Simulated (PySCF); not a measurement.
Low-lying terms of Mg (magnesium, neutral)

Ground state [Ne] 3s2, ¹S. Calculation: PySCF 2.14, in def2-TZVPPD with one added diffuse shell each of s, p, d type (6s6p4d, 44 functions); no relativity, point nucleus. Vertical excitation energies in eV without spin-orbit coupling; excited terms of each kind are numbered among those the solver found. Frozen: [He] 2s2.

```tsv
term	leading excitation	EOM-EE-CCSD	measured centre of gravity (NIST)
1 3P°	3s → p	2.673	2.714 (3s3p)
1 1P°	3s → p	4.360	4.346 (3s3p)
1 3S	3s → s	5.064	5.108 (3s4s)
1 1S	3s → s	5.373	5.394 (3s4s)
1 1D	3s → d	5.781	5.753 (3s3d)
2 3P°	3s → p	5.907	n/a
1 3D	3s → d	5.985	5.946 (3s3d)
2 1P°	3s → p	6.133	n/a
2 1D	3s → d	7.099	n/a
2 3S	3s → s	8.180	n/a
2 3D	3s → d	8.305	n/a
```

Only the lower part of the computed list is shown. Doubly excited terms such as np² are absent. The solver can miss terms. Rydberg members are limited by the diffuse functions of the basis.
